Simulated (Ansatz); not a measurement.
`[CH3][Al]([SiH3])[SH]` + H–F → `[F][Al]([SiH3])[SH]` + CH₄ at 700 K and 1 bar (ligand exchange at the Al–C bond).

Calculated with Ansatz (gas phase, PBE0-D4/def2-TZVP geometries, no zero-point term in ΔE). CCSD(T)/CBS is the MP2 limit (def2-TZVPP, def2-QZVPP) plus CCSD(T) − MP2 in def2-TZVPP, frozen cores. This one scheme is used for every species. Each species was taken in one conformer, which may not be the lowest.

| species | CCSD(T)/CBS energy (Eh) | H − E (kJ/mol) | S (J/(mol·K)) |
| --- | --- | --- | --- |
| `[CH3][Al]([SiH3])[SH]` | -971.18018 | 272.3 | 532.4 |
| H–F | -100.39570 | 45.2 | 198.5 |
| `[F][Al]([SiH3])[SH]` | -1031.18548 | 170.6 | 474.4 |
| CH₄ | -40.46206 | 145.9 | 224.0 |

H − E and S are ideal-gas, rigid-rotor, harmonic terms from PBE0-D4/def2-TZVP, for one conformer and one mirror image of each species. 1 Eh = 2625.50 kJ/mol, R = 8.31446 J/(mol·K).

Problem. By hand: ΔE, ΔH, ΔS and ΔG.

Solution. ΔE = (-1031.18548) + (-40.46206) − (-971.18018) − (-100.39570) = -0.07166 Eh = -188.1 kJ/mol. Δ(H − E) = 170.6 + 145.9 − 272.3 − 45.2 = -1.0, so ΔH = -189.1 kJ/mol. ΔS = 474.4 + 224.0 − 532.4 − 198.5 = -32.5 J/(mol·K). ΔG = -189.1 − 700 × (-32.5)/1000 = -166.3 kJ/mol.

Problem. By hand: the equilibrium constant, and the temperature at which ΔG would vanish if ΔH and ΔS stayed fixed.

Solution. log₁₀ K = −ΔG/(RT ln 10) = 12.4. ΔG = 0 at ΔH/ΔS = 5818 K, far beyond where these terms or the molecules hold.

ΔH outweighs TΔS. A doubt of 5 kJ/mol in ΔE shifts log₁₀ K by 0.4 here. Other conformers and mirror images would add mixing entropy, several J/(mol·K) or more a flexible species. Modes under 60 cm⁻¹, often nearly free rotors, make the harmonic entropy too high. These are equilibria of isolated gas molecules and say nothing of rates. Largest T1 diagnostic: 0.013 (customary marks: 0.02 for closed shells, 0.045 for open ones).
